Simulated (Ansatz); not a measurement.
A run on AlFH₅NSi, SMILES `F[SiH2][NH][AlH2]` with other settings.

```yaml
crystal:
  periodic: [false, false, false]
  atoms:
    - {symbol: F, position_ang: [-1.192670, 1.302922, -1.742779]}
    - {symbol: Si, position_ang: [0.101125, 1.131615, -0.713350]}
    - {symbol: N, position_ang: [0.282488, -0.444179, -0.316090]}
    - {symbol: Al, position_ang: [-0.086254, -1.335450, 1.208653]}
    - {symbol: H, position_ang: [1.279249, 1.711558, -1.523286]}
    - {symbol: H, position_ang: [-0.221252, 1.929203, 0.459179]}
    - {symbol: H, position_ang: [0.708846, -1.063993, -1.061805]}
    - {symbol: H, position_ang: [0.161584, -2.860514, 1.275506]}
    - {symbol: H, position_ang: [-0.853155, -0.516745, 2.250330]}
basis:
  gaussian: {orbitals: def2-TZVP, fitting: {mean_field: cc-pVTZ-jkfit}}
hamiltonian: {xc: {name: wB97M-V}}
scf: {lower_state_search: full}
```

```sh
$ ansatz run in.yaml --threads 2 --pin off --events-out ev --progress --plain --max-ram 4352MiB
```

Output, abridged:

```
Functional definition: wB97M-V
  name "wB97M-V"
  cite "Mardirossian & Head-Gordon, J. Chem. Phys. 144, 214110 (2016) doi:10.1063/1.4952647"
  cite "Becke, J. Chem. Phys. 107, 8554 (1997) doi:10.1063/1.475007"
  cite "Vydrov & Van Voorhis, J. Chem. Phys. 133, 244103 (2010) doi:10.1063/1.3521275"
  # Of w^i u^j: cxij and so on, Table III.
  parameter omega = 0.3/bohr
  parameter cx = 0.15
  parameter cx01 = 1.007
  parameter cx10 = 0.259
  parameter css00 = 0.443
  parameter css04 = -1.437
  parameter css10 = -4.535
  parameter css20 = -3.390
  parameter css43 = 4.278
  parameter cos00 = 1.000
  parameter cos10 = 1.358
  parameter cos20 = 2.924
  parameter cos21 = -8.812
  parameter cos60 = -1.390
  parameter cos61 = 9.142
  parameter b = 6.0
  parameter c = 0.01
  gx(w, u) = 1 - cx + cx01*u + cx10*w
  gss(w, u) = css00 + css04*u^4 + css10*w + css20*w^2 + css43*w^4*u^3
  gos(w, u) = cos00 + cos10*w + (cos20 + cos21*u)*w^2 + (cos60 + cos61*u)*w^6
  exchange = spin_sum(e_x_unif_sr(omega)*gx(b97_w, b97_u_x)) + cx*exact_x_sr(omega) + exact_x_lr(omega)
  correlation = spin_sum(e_c_pw_mod_same_spin*gss(b97_w, b97_u_same))
      + integral(e_c_pw_mod_opposite_spin*gos(b97_w_opposite, b97_u_opposite)) + vv10(b, c)
550 factors; integrals over basis functions are off by at most 8.4e-1 eV
550 factors; integrals over basis functions are off by at most 1.7e-6 eV
mean field evaluation 1: about -18759.4583 eV, gradient 6.0e1 eV
mean field evaluation 2: about -18759.4650 eV, gradient 6.0e1 eV
mean field evaluation 4: about -18765.7133 eV, gradient 2.7e0 eV
mean field evaluation 8: about -18765.7391 eV, gradient 1.1e-1 eV
mean field evaluation 16: about -18765.7391 eV, gradient 1.3e-5 eV
mean field -18765.73911895 eV, -689.6281927467 hartree, gradient 1.3e-5 eV, S^2 0.000000; 0 other end points of the search recorded, 0 dependent functions left out
reference -18765.73917592 eV, -689.6281948402 hartree; 24, 24 occupied and 142, 142 virtual orbitals, 550 factors
Total energy: -18765.73917592 eV, -689.6281948402 hartree
```

It took 7 s on 2 threads of an Arm Neoverse V2 on a shared host, with 0.41 GiB of host memory at the peak.
